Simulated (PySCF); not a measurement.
Compound: C2H2BF3O.
SMILES with atom numbers: `[F:1][B:2]([F:3])[C@@H:4]1[O:5][C@H:6]1[F:7]` (hydrogens: H8 on C4; H9 on C6)

Jobs on this species (9 atoms, 54 electrons) with PySCF (density fitting). Hardware of each: one thread, Arm Neoverse V1 (aarch64), shared host. The host was shared with other jobs, so the times are rough. Peak memory is the resident size of the whole Python process, interpreter and libraries included.

```json
{"level and settings": "delta-SCF UKS SCAN, pcX-1 on the ionised atom, pcseg-1 elsewhere, spin-free X2C", "work": "ΔSCF core ionisation, 6 holes", "basis functions": "118", "SCF cycles": "?", "wall time": "?", "peak memory": "?"}
{"level and settings": "delta-SCF UKS SCAN, pcX-2 on the ionised atom, pcseg-1 elsewhere, non-relativistic", "work": "ΔSCF core ionisation, 6 holes", "basis functions": "139", "SCF cycles": "?", "wall time": "?", "peak memory": "?"}
{"level and settings": "delta-SCF UKS SCAN, def2-TZVP on the ionised atom, pcseg-1 elsewhere, spin-free X2C", "work": "ΔSCF core ionisation, 6 holes", "basis functions": "125", "SCF cycles": "108", "wall time": "30 s", "peak memory": "0.53 GiB"}
{"level and settings": "delta-SCF UKS SCAN, pcX-2 on the ionised atom, pcseg-1 elsewhere, spin-free X2C", "work": "ΔSCF core ionisation, 6 holes", "basis functions": "139", "SCF cycles": "108", "wall time": "33 s", "peak memory": "0.46 GiB"}
{"level and settings": "delta-SCF UKS HF, pcX-2 on the ionised atom, pcseg-1 elsewhere, spin-free X2C", "work": "ΔSCF core ionisation, 6 holes", "basis functions": "139", "SCF cycles": "93", "wall time": "25 s", "peak memory": "0.53 GiB"}
{"level and settings": "delta-SCF UKS PBE0, pcX-2 on the ionised atom, pcseg-1 elsewhere, spin-free X2C", "work": "ΔSCF core ionisation, 6 holes", "basis functions": "139", "SCF cycles": "96", "wall time": "40 s", "peak memory": "0.53 GiB"}
{"level and settings": "delta-SCF UKS PBE, pcX-2 on the ionised atom, pcseg-1 elsewhere, spin-free X2C", "work": "ΔSCF core ionisation, 6 holes", "basis functions": "139", "SCF cycles": "106", "wall time": "20 s", "peak memory": "0.53 GiB"}
{"level and settings": "PBE0-D3(BJ)/def2-SVP, grid level 1", "work": "geometry optimisation from a GFN2-xTB start shaken at random", "basis functions": "108", "SCF cycles": "74", "wall time": "46 s", "peak memory": "0.44 GiB"}
{"level and settings": "delta-SCF UKS B3LYP, pcX-2 on the ionised atom, pcseg-1 elsewhere, spin-free X2C", "work": "ΔSCF core ionisation, 6 holes", "basis functions": "139", "SCF cycles": "99", "wall time": "41 s", "peak memory": "0.53 GiB"}
```

Problem. Fill in the missing figures.

Solution. 
- delta-SCF UKS SCAN, pcX-1 on the ionised atom, pcseg-1 elsewhere, spin-free X2C; ΔSCF core ionisation, 6 holes: 26 s, 0.53 GiB, 107 SCF cycles
- delta-SCF UKS SCAN, pcX-2 on the ionised atom, pcseg-1 elsewhere, non-relativistic; ΔSCF core ionisation, 6 holes: 31 s, 0.53 GiB, 108 SCF cycles

Problem. What do all jobs in the table cost together?

Solution. About 4.9 min; the longest takes about 16 % of that, and about 2.3 times as long as the shortest.
